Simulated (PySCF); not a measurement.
# Circular dichroism: `N#[C][Ge@H]([NH2])[Si@@H](F)[SiH3]`, CH7FGeN2Si2

Geometry:
| atom | x (Å) | y (Å) | z (Å) |
| --- | --- | --- | --- |
| N1 | -0.747 | -2.928 | 0.955 |
| C2 | -0.994 | -1.824 | 0.773 |
| Ge3 | -1.324 | 0.056 | 0.491 |
| N4 | -2.422 | 0.002 | -0.964 |
| Si5 | 0.664 | 1.154 | -0.134 |
| F6 | 0.816 | 2.350 | 0.955 |
| Si7 | 2.588 | -0.146 | -0.076 |
| H8 | -2.079 | 0.384 | 1.793 |
| H9 | -2.690 | 0.886 | -1.371 |
| H10 | -3.246 | -0.582 | -0.908 |
| H11 | 0.379 | 1.941 | -1.338 |
| H12 | 3.201 | -0.209 | -1.406 |
| H13 | 2.276 | -1.508 | 0.364 |
| H14 | 3.576 | 0.423 | 0.843 |

Computed with TDDFT BHandHLYP/def2-SVPD circular dichroism and optical rotation, one conformer, gas phase (PySCF 2.14.0). Geometry: GFN2-xTB.

The molecule is flexible and this is one conformer; a measurement averages over conformers. The calculation is non-relativistic, which matters for the atoms heavier than Zn.

**Question.** Assign R or S to each stereocentre.

**Answer.** Ge3 R, Si5 S.

**Question.** List the lowest 8 singlet excitations with oscillator and rotatory strengths.

**Answer.** Rotatory strengths R in 10⁻⁴⁰ esu² cm², velocity form and length form (origin at the centre of mass); f in length form.
```csv
state,E (eV),λ (nm),f,R (velocity),R (length),main
1,5.65,219,0.021,+6.9,+6.5,"HOMO→LUMO 0.73, HOMO−1→LUMO 0.17"
2,6.15,202,0.043,-8.9,-9.0,"HOMO−1→LUMO 0.48, HOMO→LUMO+1 0.40"
3,6.34,196,0.023,-5.2,-4.9,"HOMO→LUMO+1 0.46, HOMO−1→LUMO 0.28"
4,6.83,182,0.035,-25.1,-24.7,"HOMO−2→LUMO 0.61, HOMO−1→LUMO+1 0.18"
5,6.93,179,0.055,+76.3,+75.5,"HOMO−1→LUMO+1 0.40, HOMO−2→LUMO 0.26"
6,7.10,175,0.093,-16.4,-16.7,HOMO→LUMO+2 0.33
7,7.30,170,0.039,+29.3,+28.6,"HOMO→LUMO+2 0.44, HOMO−1→LUMO+1 0.20"
8,7.42,167,0.017,-6.2,-6.3,"HOMO−4→LUMO 0.14, HOMO→LUMO+3 0.13"
```

Among the states computed, the strongest CD band (largest |R|) is state 5. The largest dissymmetry factor in size, g = 4R/(D+G), with D and G the electric and magnetic dipole strengths, is +0.014 for state 5 (velocity form, f = 0.056), among bands with |R| over 0.5. The mirror image has the same energies and oscillator strengths and all R with the opposite sign.
